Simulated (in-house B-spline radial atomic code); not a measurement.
How numerical settings move a run on Rh II (Rh+), [Kr] 4d8. Computed with a B-spline radial code for spherical atoms: scalar-relativistic (X2C) PW91, spin-polarised, spherical fractional occupations, Fermi nucleus of rms radius 4.4945 fm.

Command:
```bash
python run_scf.py task.json out
```
Settings of the sound reference run:
```
Z                45
electrons        44
configuration    [Kr] 4d8
hamiltonian      x2c
method           pw91,pw91
spin_polarised   True
nucleus          fermi
rms_radius       4.4945
mass_number      103
atomic_mass      102.9055
speed_of_light   137.036
knot_spacing     0.22
spline_order     8
gauss_points     12
box_radius       35.29
max_iterations   70
damping          0.5
damped_steps     3
diis_vectors     10
tolerance        1e-08
start            Thomas-Fermi
```

Cost of the run: 0.48 s on 1 thread of Intel(R) Xeon(R) Platinum 8488C (shared host).

It converges in 10 iterations to -4783.756443 hartree, with 4d down at -12.9288 eV. The other runs change the listed settings, some to values that make no sense; their results aren't properties of the atom or ion. Radii are in bohr (the nuclear one in fm), a minus after a letter asks for a j subshell, and «unchanged» means within 1e-8 hartree. The run stops when the residual is below 10 × tolerance × max(1, Z/10), or a noise floor if that is larger, and the energy moves by less than 1e-8 × √|E| hartree; so very loose and very tight tolerances often act alike.

```tsv
changed settings	outcome
damped_steps = 30	converged in 19 iterations, energy unchanged, 4d down level +1.8e-05 eV
spline_order = 6, max_iterations = 100, diis_vectors = 2, tolerance = 0.0001	converged in 9 iterations, energy +3.34e-06 hartree from the reference, 4d down level -5.9e-03 eV
knot_spacing = 0.75, spline_order = 3, box_radius = 5.29, max_iterations = 100, tolerance = 0.01	converged in 9 iterations, energy +2.97e+01 hartree from the reference, 4d down level -3.5e-01 eV (the program warns: 4d down reaches the box edge; 4s down reaches the box edge)
knot_spacing = 1	converged in 10 iterations, energy +1.53e+01 hartree from the reference, 4d down level -2.3e-01 eV
damped_steps = 1	converged in 10 iterations, energy unchanged, 4d down level -3.1e-05 eV
knot_spacing = 0.15	converged in 10 iterations, energy -4.24e-06 hartree from the reference
max_iterations = 12, damping = 0.95, start = bare nucleus	not converged after 12 iterations, last residual 1.7e-04, last energy +1.48e-06 hartree from the reference
hamiltonian = dirac, method = hf, spin_polarised = False, speed_of_light = 33.76567	stopped with error: Z/c is past the critical charge
knot_spacing = 0.55	converged in 10 iterations, energy +1.89e-01 hartree from the reference, 4d down level -3.3e-03 eV
damped_steps = 0	converged in 9 iterations, energy unchanged, 4d down level +3.4e-05 eV
spline_order = 7, max_iterations = 3, damped_steps = 30, tolerance = 1e-06	not converged after 3 iterations, last residual 5.9e-02, last energy +1.46e-01 hartree from the reference
knot_spacing = 2	converged in 9 iterations, energy +3.49e+02 hartree from the reference, 4d down level -2.5e+01 eV (the program warns: 4d down reaches the box edge; 2s up reaches the box edge)
tolerance = 1e-06	converged in 9 iterations, energy unchanged, 4d down level +1.9e-04 eV
knot_spacing = 0.75, gauss_points = 6, box_radius = 7.06, max_iterations = 50, diis_vectors = 20	converged in 10 iterations, energy +2.80e+00 hartree from the reference, 4d down level -1.3e-02 eV (the program warns: 4d down reaches the box edge; 2s up reaches the box edge)
electrons = 52, configuration = [Kr] 4d8 6s2 6p6, max_iterations = 60	converged in 43 iterations to -4783.1902 hartree, a different physical problem (warning: 6s up has a positive eigenvalue: unbound, held by the box)
```

(1) What happens with knot_spacing = 0.75?

(2) What happens with tolerance = 1e-13?

(3) What happens with damped_steps = 8?

(4) What happens with knot_spacing = 0.1?

Answers

(1) Converged in 11 iterations, energy +9.95e+00 hartree from the reference, 4d down level -3.3e-01 eV (the program warns: 3s up reaches the box edge; 3s down reaches the box edge).

(2) Converged in 11 iterations, energy unchanged, 4d down level +1.7e-05 eV.

(3) Converged in 14 iterations, energy unchanged, 4d down level +3.6e-05 eV.

(4) Converged in 10 iterations, energy -5.79e-06 hartree from the reference, 4d down level -2.7e-06 eV.
